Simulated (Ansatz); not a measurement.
C$_{4}$H$_{10}$Cl$_{3}$HfN, SMILES `CC[N](CC)[Hf]([Cl])([Cl])[Cl]`. Charge 0, multiplicity 1. Hf: def2 effective core potential. All single points use the PBE0-D4/def2-TZVP geometry. It is one conformer, not always the lowest.

```xyz
19

C     0.377    1.649   -1.623
C    -0.017    1.260   -0.212
N     0.239   -0.139    0.088
C     0.067   -0.462    1.503
C    -1.380   -0.467    1.966
Hf    0.812   -1.554   -1.201
Cl    0.774   -3.628   -0.110
Cl    2.993   -1.082   -1.940
Cl   -0.662   -1.625   -3.029
H    -0.204    1.105   -2.372
H     1.441    1.473   -1.803
H     0.189    2.712   -1.784
H     0.544    1.876    0.505
H    -1.079    1.491   -0.058
H     0.504   -1.446    1.702
H     0.650    0.255    2.097
H    -1.849    0.511    1.845
H    -1.435   -0.732    3.025
H    -1.964   -1.197    1.402
```

What is the dipole moment at PBE/def2-TZVPP? (Estimate.)

Ansatz gave: 3.67 D, with components (-1.18, 2.57, 2.33) D in this frame, pointing from negative to positive charge.

And with r2SCAN, B3LYP, ωB97M-V? (An estimate is asked.)

The calculation gave: r2SCAN 3.79 D, B3LYP 3.68 D, ωB97M-V 3.62 D.

Give the Mulliken charges with PBE, r2SCAN, B3LYP in def2-TZVPP. (Estimate.)

Ansatz gave: 
```csv
atom,PBE,r2SCAN,B3LYP
C1,-0.29,-0.23,-0.31
C2,0.00,0.09,0.02
N3,-0.19,-0.29,-0.27
C4,0.02,0.10,0.01
C5,-0.25,-0.15,-0.25
Hf6,0.64,0.80,0.78
Cl7,-0.23,-0.26,-0.26
Cl8,-0.25,-0.29,-0.28
Cl9,-0.25,-0.28,-0.27
H10,0.10,0.08,0.10
H11,0.10,0.08,0.10
H12,0.08,0.05,0.09
H13,0.07,0.04,0.07
H14,0.08,0.05,0.08
H15,0.07,0.04,0.07
H16,0.06,0.03,0.07
H17,0.08,0.05,0.08
H18,0.08,0.05,0.08
H19,0.09,0.05,0.09
```

B3LYP here is the variant with VWN-RPA as its local correlation; programs differ in this.
